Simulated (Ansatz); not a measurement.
Basis-set extrapolation for C$_{3}$H$_{8}$F$_{2}$OSi (`CCO[Si](C)(F)F`) (PBE0-D4/def2-TZVP geometry, frozen core, the Gaussian-basis code of Ansatz). Multiplicity 1, RHF reference.

```tsv
	def2-TZVPP	def2-QZVPP
HF	-681.336577	-681.365252
MP2 correlation	-1.371106	-1.482177
CCSD(T) correlation	-1.462035	not run
```

Energies in hartree. Use E(X) = E(∞) + A·exp(−7.88·√X) for Hartree–Fock and E(X) = E(∞) + B·X^(−2.97) for correlation, with X = 3 and 4, and add CCSD(T) minus MP2 of the smaller set to the MP2 limit.

What is the CCSD(T) energy at the basis-set limit?

HF limit: -681.365252 + (-0.028675) × 0.13774 = -681.36920. MP2 limit: -1.482177 + (-0.111071) × 0.74074 = -1.56445. Higher-order term: -1.462035 − (-1.371106) = -0.09093. Total: -683.02458 hartree, 6.15 eV below CCSD(T)/def2-TZVPP.
